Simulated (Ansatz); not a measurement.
Coupled-cluster run, C$_{2}$H$_{10}$N$_{3}$Sc, SMILES `C[N](C)[Sc]([NH2])[NH2]`.

```yaml
crystal:
  periodic: [false, false, false]
  atoms:
    - {symbol: C, position_ang: [0.348939, -0.622421, 1.898289]}
    - {symbol: N, position_ang: [0.477033, -0.498992, 0.470482]}
    - {symbol: C, position_ang: [1.523871, -1.336395, -0.052215]}
    - {symbol: Sc, position_ang: [-0.659758, 0.690048, -0.650369]}
    - {symbol: N, position_ang: [-0.377243, 0.767455, -2.627649]}
    - {symbol: N, position_ang: [-2.082502, 1.804955, 0.202962]}
    - {symbol: H, position_ang: [-0.452468, 0.022074, 2.276995]}
    - {symbol: H, position_ang: [0.110831, -1.652788, 2.207896]}
    - {symbol: H, position_ang: [1.272894, -0.335937, 2.425917]}
    - {symbol: H, position_ang: [1.605802, -1.228469, -1.139736]}
    - {symbol: H, position_ang: [1.346685, -2.403855, 0.155850]}
    - {symbol: H, position_ang: [2.508964, -1.087215, 0.374058]}
    - {symbol: H, position_ang: [-0.900418, 1.337521, -3.281110]}
    - {symbol: H, position_ang: [0.305757, 0.254413, -3.170912]}
    - {symbol: H, position_ang: [-2.709993, 2.438750, -0.276846]}
    - {symbol: H, position_ang: [-2.318394, 1.850835, 1.186397]}
basis:
  gaussian: {orbitals: def2-TZVPP}
correlation: {method: ccsd_t}
output: {orbitals: {seedname: orbitals}}
```

```sh
$ ansatz run in.yaml --threads 2 --pin off --events-out ev --progress --plain --max-ram 32768MiB --backend cuda --devices 0, --max-vram 18GiB
```

The program prints (abridged):

```
Functional definition: HF
2146 factors; integrals over basis functions are off by at most 1.3e-3 eV
mean field evaluation 1: about -27333.6151 eV, gradient 6.9e1 eV
mean field evaluation 2: about -27333.8144 eV, gradient 6.9e1 eV
mean field evaluation 4: about -27343.7145 eV, gradient 4.9e0 eV
mean field evaluation 8: about -27343.8365 eV, gradient 5.3e-1 eV
mean field evaluation 16: about -27343.8378 eV, gradient 2.5e-6 eV
mean field -27343.83781677 eV, -1004.8675054473 hartree, gradient 2.5e-6 eV, S^2 0.000000; 0 other end points of the search recorded, 0 dependent functions left out
10 core orbitals not correlated: weight in the atoms' cores, before any rotation towards them, 1.000 or more for the frozen orbitals, at most 0.000 for the correlated occupied ones
reference -27343.83781677 eV, -1004.8675054473 hartree; 22, 22 occupied and 327, 327 virtual orbitals, 2146 factors
second order -35.60542661 eV of doubles, -0.00000000 eV of singles
cycle   1  -36.03404784 eV  change   -4.3e-1 eV  update   1.4e-1
cycle   2  -36.80022585 eV  change   -7.7e-1 eV  update   4.9e-2
cycle   3  -37.04967306 eV  change   -2.5e-1 eV  update   2.9e-2
cycle   4  -37.05053816 eV  change   -8.7e-4 eV  update   8.9e-3
cycle   5  -37.04264133 eV  change    7.9e-3 eV  update   4.6e-3
cycle   6  -37.04407962 eV  change   -1.4e-3 eV  update   1.7e-3
cycle   7  -37.04364472 eV  change    4.3e-4 eV  update   6.2e-4
cycle   8  -37.04343979 eV  change    2.0e-4 eV  update   1.9e-4
cycle   9  -37.04352371 eV  change   -8.4e-5 eV  update   9.8e-5
cycle  10  -37.04353084 eV  change   -7.1e-6 eV  update   3.3e-5
perturbative correction -1.50342765 eV, -0.0552499470 hartree
Total energy: -27382.38477526 eV, -1006.2840800437 hartree
```

It took 25 s on 2 threads of an AMD EPYC 7R13 on a shared host and a share of an NVIDIA H100 80 GB, with 0.85 GiB of host memory at the peak.

The correlation energy is -38.547 eV, 3.9 % of it from (T); the T1 diagnostic reads 0.0140.
